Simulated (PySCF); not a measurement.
Compound: C5H4F3 (doublet state).
Structure used (GFN2-xTB), in Å, numbered top down from 1:
```xyz
12
C5H4F3 angstrom
C      2.8932    0.2543   -0.0451
C      1.5829   -0.0351   -0.1907
C      0.4053   -0.3212   -0.3437
C     -1.0046   -0.6134   -0.4659
C     -1.8267    0.2948    0.4410
F     -1.5154    0.1476    1.7349
F     -1.6743    1.5925    0.1493
F     -3.1410    0.0314    0.3327
H      3.2163    1.2729    0.0638
H      3.6292   -0.5284   -0.0267
H     -1.3479   -0.4470   -1.4932
H     -1.2158   -1.6490   -0.1823
```

The hyperfine couplings belong to this conformer and change with its torsions.

The species is `[CH2]C#CCC(F)(F)F` [radical].

Method: UKS B3LYP, pcH-1 on C F H, non-relativistic, mean-field spin-orbit, GIAO in PySCF. Isolated species at its GFN2-xTB geometry, gas phase. GFN2-xTB frequencies show an imaginary mode (29i cm⁻¹), so this geometry is no minimum at that level. The geometry wasn't refined by DFT: couplings that depend on bond lengths, twists or pyramidal angles can differ widely from those at the functional's own minimum. Stability of the SCF solution: not tested.

Question: Break the g tensor into its mass correction, gauge correction and orbital-Zeeman/spin–orbit terms.

Answer: 
```csv
Δg (ppm),1,2,3
relativistic mass correction,-143,-143,-143
gauge correction,-1,25,35
orbital Zeeman/spin–orbit,58,757,999
total,-86,638,891
```

So g = 2.00223, 2.00296, 2.00321 and g_iso = 2.00280; the tensor is rhombic: the two nearest values differ by 26 % of g3 − g1. Axes: g3 points within 7° of the C2–C3 bond.

Question: What are the electron Larmor frequencies g μB B/h along the three axes at 3350 mT?

Answer: 93.8796, 93.9135, 93.9254 GHz for g1, g2 and g3, a range of 45.8 MHz.

Question: What effective moment and Curie constant follow for a powder?

Answer: With the mean of g² = 4.0112 and S(S+1) = 0.75: μ_eff = √(⟨g²⟩S(S+1)) = 1.734 μB and χT = 0.12505·⟨g²⟩·S(S+1) = 0.376 cm³ K/mol (cgs; spin-Hamiltonian part alone).

Question: In a frozen sample, at which fields do the three g values resonate at 9.5, 34, 94 and 263 GHz (hyperfine left aside), and which band first spreads them over more than twice a line width of 0.5 mT?

Answer: 
| band | GHz | B(g3) mT | B(g2) mT | B(g1) mT | spread mT |
| --- | --- | --- | --- | --- | --- |
| X | 9.5 | 338.83 | 338.88 | 339.00 | 0.17 |
| Q | 34.0 | 1212.66 | 1212.82 | 1213.26 | 0.59 |
| W | 94.0 | 3352.66 | 3353.08 | 3354.30 | 1.64 |
| J | 263.0 | 9380.32 | 9381.50 | 9384.90 | 4.58 |

The spread grows in proportion to the frequency. W band is the first where it exceeds 1.0 mT.

The largest Mulliken spin populations are on C1 (+0.79), C3 (+0.54) and C2 (-0.26). The positive populations add up to 1.38 and the negative ones to -0.38, together 2S = 1. The angles at C1 add up to 360.0°, so it is planar; its axial dipolar tensor and the negative couplings of its protons fit spin in a p orbital normal to that plane.

The HOMO–LUMO gaps are 6.34 eV among the α and 4.89 eV among the β orbitals.
